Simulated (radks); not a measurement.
The numbers below are computed, except where a source is named.
All-electron atom: Xe XXI in [Ar] 3d10 4s2 4p4. Code: a radial shooting solver on a logarithmic mesh with Libxc functionals. Model: scalar-relativistic Kohn-Sham, LDA (Slater exchange, VWN5 correlation), spin-polarised, spherical densities, finite nucleus; open shells are filled with parallel spins first (spin-orbit coupling, left out, can overturn this in heavy ions); Fermi nuclear charge, rms radius 4.7859 fm.

X-ray form factor f0, the Fourier transform of the density (f0(0) = 34):

| sin(theta)/lambda (1/angstrom) | f0 (electrons) |
|---|---|
| 0.05 | 33.911 |
| 0.1 | 33.647 |
| 0.15 | 33.217 |
| 0.2 | 32.634 |
| 0.25 | 31.916 |
| 0.3 | 31.083 |
| 0.4 | 29.168 |
| 0.5 | 27.070 |
| 0.6 | 24.951 |
| 0.8 | 21.065 |
| 1 | 17.885 |
| 1.25 | 14.728 |
| 1.5 | 12.151 |
| 2 | 8.352 |
